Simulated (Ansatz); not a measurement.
Relaxation of C3H10SSi (15 atoms, charge 0, multiplicity 1), to a largest force component of 0.015 eV/Å in at most 40 steps.

All numbers below come from RKS PBE0-D4/STO-3G in Ansatz.

```xyz
15
Properties=species:S:1:pos:R:3
Si -1.639 0.357 1.575
C -0.237 0.531 0.387
C 1.036 1.088 1.025
C 2.167 1.462 -0.066
S 2.882 -0.081 -0.743
H -2.018 1.759 2.107
H -2.844 -0.138 0.854
H -1.303 -0.487 2.680
H -0.063 -0.425 -0.075
H -0.594 1.202 -0.429
H 0.766 2.067 1.519
H 1.410 0.468 1.773
H 1.747 2.007 -0.801
H 2.922 1.948 0.503
H 1.802 -0.411 -1.472
```

Problem. Where does it end, and by what steps?

Solution. The forces met the threshold. Limits of this set-up: minimal basis. After 6 steps the energy has fallen by 0.706 eV; H13 moved furthest, 0.11 Å.

| step | energy less start (eV) | largest force component (eV/Å) | accepted |
| --- | --- | --- | --- |
| 0 | 0.0000 | 5.453 | yes |
| 1 | -0.6436 | 0.720 | yes |
| 2 | -0.6979 | 0.304 | yes |
| 3 | -0.7046 | 0.098 | yes |
| 4 | -0.7058 | 0.021 | yes |
| 5 | -0.7062 | 0.020 | yes |
| 6 | -0.7063 | 0.005 | yes |

```xyz
15
Properties=species:S:1:pos:R:3
Si -1.680 0.376 1.584
C -0.270 0.561 0.361
C 1.004 1.163 1.001
C 2.166 1.382 -0.009
S 2.851 -0.131 -0.744
H -2.042 1.667 2.118
H -2.831 -0.201 0.933
H -1.279 -0.481 2.673
H -0.025 -0.420 -0.065
H -0.586 1.199 -0.475
H 0.762 2.139 1.454
H 1.356 0.509 1.814
H 1.832 2.076 -0.796
H 2.996 1.874 0.521
H 1.776 -0.366 -1.534
```

The run took 27 s on 1 thread of Arm Neoverse V1, on a shared host, peak memory 0.13 GiB.
